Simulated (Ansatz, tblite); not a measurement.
Removing and adding an electron: the cluster Pt₂Au (the lowest doublet isomer of a short search). The state is a doublet with charge 0. Geometry: PBE0-D4/def2-TZVP. Ansatz, gas phase; energy differences of separate SCF runs; the oxidised species is a triplet (the singlet lies 0.48 eV higher at PBE0-D4/def2-TZVP); the reduced species is a triplet (the singlet lies 0.22 eV higher at PBE0-D4/def2-TZVPD).

Cartesian coordinates in Å:
```
Pt -0.967 0.272 1.057
Pt 0.528 -1.356 -0.091
Au 0.439 1.083 -0.965
```

In the def2 sets Au, Pt take a core potential; there is no spin–orbit coupling. The xTB rows come from tblite. The structure comes from a short search, and lower isomers may exist.

```csv
level,−HOMO (eV),vertical IE (eV),−LUMO (eV),vertical EA (eV),HOMO–LUMO gap (eV),IE − EA (eV),remarks
GFN1-xTB,–,14.19,–,6.68,–,7.52,–
GFN2-xTB,–,11.84,–,4.57,–,7.27,–
PBE-D4/def2-TZVP,4.69,7.61,4.11,–,0.57,–,–
PBE-D4/def2-TZVPD,4.68,–,4.11,2.02,0.57,–,"HOMO above zero (-1 triplet), spin-contaminated (⟨S²⟩ 2.27) (-1 triplet)"
r2SCAN-D4/def2-TZVP,4.72,7.44,4.10,–,0.62,–,–
PBE0-D4/def2-TZVP,5.72,7.57,3.27,–,2.45,–,–
PBE0-D4/def2-TZVPD,5.71,–,3.26,1.80,2.45,–,–
```

Run but left out: r2SCAN-D4/def2-TZVPD (charge -1 triplet: ⟨S²⟩ 2.47, where a pure state has 2.00).   A HOMO above zero means that the electron is unbound at that level or that self-interaction error raises the level; the energy of removing that electron tells which. HOMO and LUMO are the levels of the spin that leaves or enters (xTB has no such levels and no spin-polarisation term). Other spin states of the ions may lie lower, which would lower the ionisation energy or raise the affinity. Raw xTB energy differences between charge states are shifted by several eV; the methods need an empirical correction for them.
